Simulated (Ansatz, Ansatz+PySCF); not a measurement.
| atom | x (Å) | y (Å) | z (Å) |
| --- | --- | --- | --- |
| H | -0.0041 | -0.1371 | 0.0691 |
| C | 0.3950 | 0.3540 | 0.9423 |
| C | 1.1166 | 0.5130 | 1.9994 |
| O | 1.6527 | 0.6989 | 3.0158 |

Basis set: def2-SVP (spherical functions). Correlated methods keep 3 orbitals frozen. Charge 0, multiplicity 2.

Computed with Ansatz (development build ahead of 0.2.0); each method stands on the lowest determinant of its kind that the runs found.

**Question.** Give the atomization energy at this shape (free ground-state atoms in the same class of orbitals less the molecule, no zero-point energy) of doublet C₂HO by PBE0 (unrestricted), UHF-MP2, UHF.

**Answer.**

| method | atomization energy |
| --- | --- |
| PBE0 (unrestricted) | 1810.0 kJ/mol |
| UHF-MP2 | 1715.4 kJ/mol |
| UHF | 1191.7 kJ/mol |
